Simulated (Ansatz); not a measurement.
Ideal-gas functions of C3H4AlI (`IC1=[CH][AlH][CH2]1`) at 500 K and 1 bar, from an Ansatz frequency run at PBE0-D4/def2-TZVP.

Molar mass 193.95 g/mol, point group Cs (symmetry number 1), electronic degeneracy 1, moments of inertia 49.144, 562.173, 608.171 u Å². Harmonic wavenumbers (cm⁻¹, unscaled): 72, 227, 260, 405, 434, 548, 572, 652, 673, 793, 878, 966, 1049, 1090, 1154, 1438, 1548, 1933, 3081, 3125, 3238.

Use S(trans) = R[1.5 ln M + 2.5 ln T − 1.1517]; rotational temperatures θ = 24.2544 K / I; S(rot) = R[ln(√π/σ · √(T³/θAθBθC)) + 1.5]; for each mode x = 1.438777 ν̃/T, S = R[x/(eˣ − 1) − ln(1 − e⁻ˣ)] and H = RT x/(eˣ − 1); 1 cm⁻¹ = 0.0119627 kJ/mol; R = 8.31446 J/(mol·K).

Question: By hand: the entropy, in J/(mol·K).

Answer: Translation 185.3. Rotation: θ = 0.4935, 0.0431, 0.0399 K, giving 124.1. Vibration, mode by mode: 21.42, 12.00, 10.92, 7.50, 6.99, 5.34, 5.05, 4.20, 4.01, 3.05, 2.52, 2.06, 1.71, 1.55, 1.34, 0.69, 0.53, 0.21, 0.01, 0.01, 0.01, in all 91.1. Electronic 0.0. Sum 400.5 J/(mol·K).

Question: By hand: H − E and G − E in kJ/mol, counted from the electronic energy.

Answer: Zero-point energy ½ × 24136 × 0.0119627 = 144.4; thermal vibration 25.0; translation, rotation and pV give 4 RT = 16.6. H − E = 186.0 kJ/mol, and G − E = 186.0 − 500 × 400.5/1000 = -14.2 kJ/mol.

Vibration gives 23 % of the entropy, 21.4 J/(mol·K) of it from the mode under 150 cm⁻¹: soft modes count most, and the harmonic formula is weakest for them.
